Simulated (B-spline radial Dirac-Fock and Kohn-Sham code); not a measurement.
**Dy⁺ 6s: cross section and angular parameters**

System: the Dy⁺ ion in the configuration [Xe] 4f10 6s1; threshold 11.22 eV (orbital energy of the model). Model: Dirac-Hartree-Slater photoionisation with a Latter tail; cross sections with all multipoles, angular parameters from the dipole term and its interference with E2. Program: a radial atomic solver.

For linearly polarised light dσ/dΩ = σ/(4π) [1 + β P₂(cos θ) + (δ + γ cos²θ) sin θ cos φ], with θ from the polarisation vector and φ the angle between the beam and the projection of the electron momentum on the plane normal to the polarisation.

```
hν (eV)   σ (kb)      β       γ
     59     11.5  1.623  -0.017
   66.1     10.5  1.665   0.004
   77.2     9.52  1.721   0.037
     80     9.32  1.733   0.043
    104     7.84  1.805   0.114
    124     6.66  1.837   0.162
    130     6.34  1.844   0.174
    200     3.72  1.887   0.270
    300     2.11  1.911   0.328
    332     1.83  1.915   0.338
    361     1.62  1.919   0.346
    430     1.26  1.926   0.359
    456     1.16  1.928   0.362
    586    0.801  1.937   0.367
    600    0.773  1.938   0.367
    919        ?      ?       ?
   1000    0.352  1.951   0.320
   1240    0.249  1.955   0.277
   1410    0.202  1.957   0.244
   2130    0.100  1.963   0.115
   2380   0.0824  1.965   0.076
   3800   0.0353  1.969  -0.075
   4850   0.0224  1.971  -0.125
 5414.7   0.0181  1.971  -0.136
   5940   0.0152  1.972  -0.138
   6940   0.0112  1.973  -0.123
   8650  0.00724  1.973  -0.057
 9251.7  0.00632  1.974  -0.025
  12000  0.00372  1.974   0.148
  12800  0.00325  1.974   0.205
```

Q: Give the values at 919 eV.

A: σ = 0.403 kb, β = 1.949, γ = 0.333. For an s subshell δ is negligible.

Values without a named source are computed, but for edge energies of neutral atoms, which are taken from tables.
